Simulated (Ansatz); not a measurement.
Two members of one family (Series GeH3X), computed with Ansatz in the gas phase. The two geometries come from different levels. Binding counts from free atoms in the multiplicity of their measured ground term, without zero-point energy. A dash marks a value that wasn't run or was left out as unsound. The structures are stationary points that may keep the symmetry of their start.

First: GeEtH3 (singlet, charge 0, B3LYP-D4/def2-SVP geometry).

```xyz
11

Ge    1.1100   -1.0334    0.1662
C    -0.2509    0.1151   -0.6888
C    -1.0003    1.0145    0.3001
H    -0.9526   -0.5441   -1.2267
H     0.2609    0.7189   -1.4564
H    -1.7471    1.6448   -0.2119
H    -1.5378    0.4223    1.0594
H    -0.3142    1.6894    0.8374
H     0.4531   -1.9006    1.2654
H     2.2021   -0.1609    0.8250
H     1.7766   -1.9659   -0.8698
```

```csv
level,HOMO (eV),LUMO (eV),gap (eV),vertical IE (eV),binding per atom (eV)
PBE-D4/def2-TZVP,-7.05,0.02,7.07,10.17,3.52
r2SCAN-D4/def2-TZVP,-7.30,0.55,7.86,10.23,3.50
PBE0-D4/def2-SVP,-8.27,1.23,9.50,–,3.52
PBE0-D4/def2-TZVP,-8.26,0.80,9.06,10.36,3.49
ωB97M-V/def2-TZVP,-10.46,2.30,12.76,–,3.50
```

Second: Ge(OEt)H3 (singlet, charge 0, r2SCAN-D4/def2-SVP geometry).

Cartesian coordinates in Å:
```
Ge -0.501 -0.400 2.040
O 0.306 -0.518 0.452
C -0.106 0.353 -0.586
C 0.735 0.074 -1.814
H -1.181 0.206 -0.822
H 0.010 1.416 -0.281
H 0.445 0.731 -2.648
H 1.800 0.237 -1.590
H 0.610 -0.973 -2.130
H 0.181 -1.466 2.899
H -2.007 -0.677 1.869
H -0.291 1.016 2.612
```

Task: Estimate how these quantities change from the first to the second (second minus first).

Result: 
```csv
level,Δ HOMO (eV),Δ LUMO (eV),Δ gap (eV),Δ vertical IE (eV),Δ binding per atom (eV)
PBE-D4/def2-TZVP,0.90,-0.55,-1.45,-0.66,0.12
r2SCAN-D4/def2-TZVP,0.84,-0.71,-1.55,-0.61,0.10
PBE0-D4/def2-SVP,0.69,-0.64,-1.33,–,0.09
PBE0-D4/def2-TZVP,0.58,-0.45,-1.03,-0.58,0.09
ωB97M-V/def2-TZVP,0.39,-0.22,-0.61,–,0.10
```
